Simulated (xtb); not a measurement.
C3H6NO, SMILES O=C([N]C)C (connectivity only; charge and spin as stated), charge -1, multiplicity 1. All values are semi-empirical tight-binding results from xtb (GFN2-xTB unless named), good for trends rather than for accurate numbers. The structure is a stationary point at GFN2-xTB. The spin state was assumed, not searched. The isomer is the one that the SMILES or the coordinates give; other isomers of the formula were not compared.

Computed properties:
point group as xtb finds it: Cs
orbital gap: 4.91 eV
zero-point energy: 53.7 kcal/mol
G − E(el) at 298.15 K (modified RRHO): 35.6 kcal/mol
static polarisability (D4 model): 53.9 bohr³
solvation energy, GFN2-xTB/ALPB(water): -64.2 kcal/mol
solvation energy, GFN2-xTB/ALPB(benzene): -50.6 kcal/mol

Computed IR lines (harmonic; lines under 4 % of the strongest left out, lines within 3 cm⁻¹ merged):
ν (cm⁻¹): 782 (w), 945 (w), 1052 (m), 1350 (m), 1420 (m), 1704 (vs), 2703 (m), 2745 (m), 2890 (m), 2958 (m), 2967 (w), 3003 (w) (against the strongest line: vs over 80 %, s over 45 %, m over 15 %, w over 4 %, vw less)
